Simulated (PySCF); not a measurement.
Indium: a sound run and one with changed settings

Sound run: In⁺ [Kr] 4d10 5s2, In²⁺ [Kr] 4d10 5s1. Calculation: PySCF 2.14, in def2-SVP with the def2 core potential (28 electrons) (4s4p2d, 26 functions); scalar relativity through the core potential. The sound run starts from symmetry-adapted Hartree-Fock orbitals and uses a fine grid where one is needed.

A second run was set up differently.

```
species  method  sound run (hartree)  changed run (hartree)  converged
    In⁺     UHF           -189.01529             -189.01198         no
    In⁺  r2SCAN           -189.96756             -189.70062         no
    In⁺    PBE0           -189.90334             -189.76183         no
   In²⁺     UHF           -188.39055             -188.38975         no
   In²⁺  r2SCAN           -189.27670             -189.18580         no
   In²⁺    PBE0           -189.21552             -189.16936         no
```

**Question.** What was changed?
A. radial grid too coarse
B. level shift left on
C. all electrons correlated in a valence basis
D. too few SCF iterations

**Answer.** D. It used initial guess 1e, at most 2 SCF cycles. The SCF was stopped early; the energies are upper bounds that still move, and correlated levels were skipped or rest on poor orbitals.
